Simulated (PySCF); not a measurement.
# Si2BH6NO3

Si2BH6NO3 is a silylene (divalent Si1, bonded to 1 N + 1 O), neutral, singlet. The structure, one conformer, was relaxed in the gas phase by PBE0-D3(BJ)/def2-SVP. No frequency run checks that it is a minimum.

SMILES: OB(O)O[Si]N[SiH3]

```xyz
13

Si    0.960   -0.655    1.154
N     0.971    0.005   -0.450
Si    2.369    0.192   -1.485
O    -0.685   -0.537    1.553
B    -1.861   -0.117    1.003
O    -3.031   -0.199    1.695
O    -1.882    0.401   -0.266
H     0.065    0.311   -0.819
H     3.551   -0.298   -0.718
H     2.233   -0.600   -2.746
H     2.582    1.622   -1.866
H    -2.890   -0.575    2.570
H    -2.770    0.659   -0.532
```
Atoms count from 1 in this order.

Shieldings: GIAO PBE0/pcSseg-1. Shifts are against computed references at the same level: H TMS (σ 31.27 ppm), Si TMS (σ 352.0 ppm). Core levels by delta-SCF with SCAN, pcX-2 on the ionised atom and pcseg-1 elsewhere, spin-free X2C (2p3/2 is the spin-free 2p value less a third of a first-order spin-orbit splitting); from the vacuum level, for chosen atoms.

Problem. Give the NMR and core-level values of the distinct atoms.

Solution. 
```json
{"atoms": "Si1", "bonded to": "1 N + 1 O", "σ (ppm)": "229.6", "δ (ppm)": "122.4", "core level (eV)": "2p3/2 107.23"}
{"atoms": "N2", "bonded to": "2 Si + 1 H", "σ (ppm)": "126.3", "δ (ppm)": "-", "core level (eV)": "1s 404.02"}
{"atoms": "Si3", "bonded to": "1 N + 3 H", "σ (ppm)": "414.0", "δ (ppm)": "-62.0", "core level (eV)": "2p3/2 107.04"}
{"atoms": "O4", "bonded to": "1 B + 1 Si", "σ (ppm)": "144.7", "δ (ppm)": "-", "core level (eV)": "1s 537.98"}
{"atoms": "B5", "bonded to": "3 O", "σ (ppm)": "83.5", "δ (ppm)": "-", "core level (eV)": "1s 198.38"}
{"atoms": "O6", "bonded to": "1 B + 1 H", "σ (ppm)": "243.5", "δ (ppm)": "-", "core level (eV)": "-"}
{"atoms": "O7", "bonded to": "1 B + 1 H", "σ (ppm)": "247.2", "δ (ppm)": "-", "core level (eV)": "-"}
{"atoms": "H8", "bonded to": "1 N", "σ (ppm)": "24.48", "δ (ppm)": "6.79", "core level (eV)": "-"}
{"atoms": "H9 H10 H11", "bonded to": "1 Si", "σ (ppm)": "26.57", "δ (ppm)": "4.70", "core level (eV)": "-"}
{"atoms": "H12", "bonded to": "1 O", "σ (ppm)": "28.12", "δ (ppm)": "3.15", "core level (eV)": "-"}
{"atoms": "H13", "bonded to": "1 O", "σ (ppm)": "27.90", "δ (ppm)": "3.37", "core level (eV)": "-"}
```

Values are those of this one static structure, with the three H of a rotating XH3 group averaged; atoms that internal rotation interchanges would show their mean in an NMR spectrum.

Problem. By CAM-B3LYP/def2-SVPD (TDDFT singlets, Tamm-Dancoff triplets, ionisation by delta-SCF), where does absorption start, and what does vertical ionisation take?

Solution. The lowest singlet lies at 4.95 eV (f 0.088), the strongest of the first 6 at 6.82 eV (f 0.314), the lowest triplet at 2.98 eV; vertical ionisation takes 9.17 eV.
